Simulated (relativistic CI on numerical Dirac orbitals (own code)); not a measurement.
# Pt⁶⁺: 4f photoemission

Computed with this model: Dirac-Coulomb-Breit CI, orbitals from a KLI potential per configuration, model QED, valence Slater integrals scaled by 0.8, multiplet model of photoemission in the sudden approximation; configurations [Xe] 4f14 5d4 → [Xe] 4f13 5d4; 80 K; Lorentzian 0.25 eV and Gaussian 0.5 eV FWHM. Energies are those of the free ion, without screening or charge transfer. The energies are binding energies and can lie tens of eV above those of solids. S is read from ⟨S²⟩ = S(S + 1).

Field parameters in Wybourne normalisation: Oh B⁴₀ = 21Dq, B⁴₄ = √(5/14) B⁴₀. The field is a parameter set, without covalency.

free ion: ground-state S = 1.59, centroid 169.99 eV. Peaks (eV, height): 168.2 (100), 170.7 (20), 172.6 (36).

Oh, 10Dq = 10000 cm⁻¹: ground-state S = 1.50, centroid 170.02 eV. Peaks (eV, height): 168.2 (100), 170.9 (16), 172.4 (38).

Strongest unbroadened transitions for free ion:

```tsv
Energy (eV)	Relative strength
168.15	100.0
169.24	2.7
170.46	4.4
170.59	1.3
170.79	15.1
171.39	1.1
171.80	0.3
172.02	15.8
172.39	6.9
172.51	15.0
172.84	18.2
172.99	1.7
173.26	0.5
174.25	0.4
174.28	0.3
174.61	0.5
174.74	0.6
174.87	0.9
```
